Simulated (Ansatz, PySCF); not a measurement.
Se(OH)(OMe) (CH₄O₂Se), SMILES CO[Se]O. Atoms are numbered in the order given.

```xyz
8

Se    -0.2367    -0.0370     0.6227
O     -1.2202     1.1381    -0.3442
H     -0.9299     2.0287    -0.0913
O      1.2856    -0.0987    -0.3453
C      1.2200    -0.8225    -1.5681
H      0.5273    -0.3434    -2.2807
H      2.2355    -0.8106    -1.9936
H      0.9035    -1.8692    -1.4132
```
Charge 0, spin multiplicity 1.

Geometry: B3LYP-D3(BJ)/def2-SVP. This is a generated structure with no PubChem entry under its InChIKey; it may be hypothetical. One conformer was computed; it need not be the lowest.

Two levels are set side by side: PBE-D3(BJ)/def2-SVP (Ansatz, a first-principles code) and B3LYP-D3(BJ)/def2-SVP (Ansatz). Each level has its own optimised geometry; the coordinates shown are those of the second. Frequencies come from the Hessian of PySCF at each geometry. Differences are taken from unrounded values.

```tsv
quantity	B3LYP-D3(BJ)
mean bond length (Å)	1.331
bond Se1–O2 (Å)	1.812
bond Se1–O4 (Å)	1.805
bond O4–C5 (Å)	1.422
bond O2–H3 (Å)	0.970
bond C5–H6 (Å)	1.103
bond C5–H7 (Å)	1.101
bond C5–H8 (Å)	1.104
highest harmonic wavenumber (cm⁻¹)	3768
mean harmonic wavenumber (cm⁻¹)	1357
zero-point energy (kcal/mol)	34.92
```

### Question
What does PBE-D3(BJ) give, and how far is it from B3LYP-D3(BJ)? (Estimate from the structure and the level; the computed values follow.)

### Answer

| quantity | PBE-D3(BJ) | PBE-D3(BJ) minus B3LYP-D3(BJ) |
|---|---|---|
| mean bond length (Å) | 1.342 | 0.011 |
| bond Se1–O2 (Å) | 1.828 | 0.016 |
| bond Se1–O4 (Å) | 1.823 | 0.018 |
| bond O4–C5 (Å) | 1.428 | 0.006 |
| bond O2–H3 (Å) | 0.980 | 0.009 |
| bond C5–H6 (Å) | 1.112 | 0.008 |
| bond C5–H7 (Å) | 1.110 | 0.008 |
| bond C5–H8 (Å) | 1.113 | 0.008 |
| highest harmonic wavenumber (cm⁻¹) | 3651 | -117 |
| mean harmonic wavenumber (cm⁻¹) | 1317 | -41 |
| zero-point energy (kcal/mol) | 33.88 | -1.04 |

Exact exchange shortens and stiffens bonds; PBE has none. Differences between two approximate levels are no errors against the true value.
